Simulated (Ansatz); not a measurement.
H4P (SMILES [PH4+]) moved off its minimum; all values from Ansatz (a quantum-chemistry and plane-wave program), cores frozen in correlated methods.
(charge 1, multiplicity 1)
```xyz
5

P     -0.0003    -0.0392    -0.0128
H     -0.7802    -0.9704    -0.7584
H      0.3229    -0.5939     1.2450
H     -0.7809     1.2406     0.2651
H      1.1226     0.3340    -0.7463
```

```csv
level,largest force (eV/Å),on atom,rms difference from CCSD(T)/aug-cc-pV(T+d)Z (eV/Å),dipole (D)
HF/def2-TZVPP,2.63,H4,0.164,-
PBE/def2-TZVPP,2.22,P1,0.183,-
r2SCAN/def2-TZVPP,2.25,P1,0.056,-
B3LYP/def2-TZVPP,2.24,P1,0.036,-
wB97M-V/def2-TZVPP,2.31,H4,0.026,-
MP2/aug-cc-pV(T+d)Z,2.41,H4,0.069,-
CCSD(T)/aug-cc-pV(T+d)Z,2.25,H4,0.000,-
```

The differences count from one level among others, with limits of its own. Forces at CCSD(T)/aug-cc-pV(T+d)Z (eV/Å):

```json
[
 {"atom": "P1", "Fx": "-1.573", "Fy": "1.512", "Fz": "0.520"},
 {"atom": "H2", "Fx": "0.327", "Fy": "0.488", "Fz": "0.345"},
 {"atom": "H3", "Fx": "0.079", "Fy": "0.090", "Fz": "-0.429"},
 {"atom": "H4", "Fx": "1.020", "Fy": "-1.949", "Fz": "-0.489"},
 {"atom": "H5", "Fx": "0.147", "Fy": "-0.141", "Fz": "0.052"}
]
```
